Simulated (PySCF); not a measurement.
Tetramethylammonium, SMILES C[N+](C)(C)C (charge +1), GFN2-xTB optimised geometry. Atoms within 1.6 Å of the plane z = 1.2 Å (x, y, z in Å): C1 (0.60, 0.75, 2.41), N2 (0.12, 0.08, 1.18), C3 (-1.35, 0.09, 1.17), C4 (0.63, 0.79, 0.00), C5 (0.60, -1.31, 1.17), H6 (0.26, 1.78, 2.43), H7 (1.69, 0.75, 2.43), H9 (-1.72, -0.40, 0.27), H10 (-1.72, 1.11, 1.18), H11 (-1.74, -0.43, 2.04), H12 (0.29, 1.82, 0.00), H13 (1.72, 0.79, 0.00), H15 (1.69, -1.34, 1.18), H16 (0.23, -1.85, 2.04), H17 (0.25, -1.82, 0.27).

Level of theory: CAM-B3LYP/def2-SVP (PySCF). Cells within 0.4 Å of a nucleus heavier than hydrogen are left out (blank, or x).

Map of the deformation density (molecule minus spherical neutral atoms) (e/bohr³) on the plane z = 1.2 Å:

```
|222222222222222222222222222|
|222222222222222222222222222|
|222222222222222222222222222|
|222222222222222222222222222|
|222222222222211122222222222|
|222222211111111111222222222|
|222221111111111111112222222|
|222211111111111111111222222|
|222111111111111111111122222|
|222111134211000001111122222|
|222111279510000000111122222|
|222111269611001100111112222|
|22111102xx355xx100111122222|
|22111100xx367xx000111122222|
|222111125313258300111112222|
|222111122100137411111112222|
|222111111100013x34421112222|
|22221111111000xxx9931111222|
|22222111111112xxx7721112222|
|222222211111123102211112222|
|222222222111111001111112222|
|222222222211111111111122222|
|222222222221111111111222222|
|222222222222111111122222222|
|222222222222221122222222222|
|222222222222222222222222222|
|222222222222222222222222222|
```
Scale: ten equal steps from -0.026 (start of '0') to 0.100 (end of '9'), in the order '0123456789'; x runs from -4.00 to 4.00, y from -4.00 (bottom) to 4.00 (top).
